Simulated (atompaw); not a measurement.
**An all-electron radial function and its pseudo partner (Zr (Z = 40))**

Columns: radius, all-electron u(r) and pseudo u(r) of the 4s shell (level -54.52 eV) of zirconium in the configuration [Ar] 3d10 4s2 4p6 4d2 5s2 5p0; LDA (PW92), scalar-relativistic, PAW (atompaw) scheme, atompaw 4.2.0.5.

| r (bohr) | all-electron | pseudo |
| --- | --- | --- |
| 0.100 | 0.3524 | 0.1806 |
| 0.200 | -0.0599 | 0.3565 |
| 0.300 | -0.5162 | 0.5227 |
| 0.400 | -0.5040 | 0.6746 |
| 0.500 | -0.1974 | 0.8077 |
| 0.600 | 0.1904 | 0.9182 |
| 0.700 | 0.5372 | 1.0035 |
| 0.800 | 0.7949 | 1.0618 |
| 0.900 | 0.9569 | 1.0920 |
| 1.000 | 1.0356 | 1.0939 |
| 1.100 | 1.0495 | 1.0690 |
| 1.200 | 1.0176 | 1.0214 |
| 1.300 | 0.9559 | 0.9560 |
| 1.400 | 0.8770 | 0.8770 |
| 1.500 | 0.7901 | 0.7901 |
| 1.600 | 0.7019 | 0.7019 |
| 1.700 | 0.6165 | 0.6165 |
| 1.800 | 0.5366 | 0.5366 |
| 1.900 | 0.4636 | 0.4636 |
| 2.000 | 0.3980 | 0.3980 |
| 2.100 | 0.3399 | 0.3399 |
| 2.200 | 0.2890 | 0.2890 |
| 2.300 | 0.2449 | 0.2449 |
| 2.400 | 0.2068 | 0.2068 |
| 2.500 | 0.1742 | 0.1742 |
| 2.600 | 0.1464 | 0.1464 |

Task: How many radial nodes do the two functions have?

Result: The all-electron 4s function has n − l − 1 = 3 (the table is too coarse to show those close to the nucleus); the pseudo-wave has 0, since the states of the same l below it are removed with the core.

Task: At about which radius was the pseudo-wave matched?

Result: 1.35 bohr, where the columns begin to agree (steps of 0.10 bohr).

Task: Is the pseudo-wave norm-conserving?

Result: No, it belongs to a PAW set: the norm inside the radius is not constrained, and the difference is carried by the augmentation charge.
